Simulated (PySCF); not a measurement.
HfO2, SMILES [O]=[Hf]=[O], multiplicity 1. Geometry optimised at PBE-D3(BJ)/def2-TZVP. The spin state was assumed, not searched. The isomer is the one that the SMILES or the coordinates give; other isomers of the formula were not compared. The def2 effective core potentials stand for the cores of Hf; spin–orbit coupling is left out.

Computed equilibrium geometry at PBE-D3(BJ)/def2-TZVP (PySCF confirms it by a frequency run) as Cartesian coordinates in Å, and its point group:
point group C2v.
```xyz
3

Hf     0.0000     0.0000    -0.1965
O      0.0000    -1.4334     0.8843
O      0.0000     1.4334     0.8843
```
Charge 0, spin multiplicity 1.
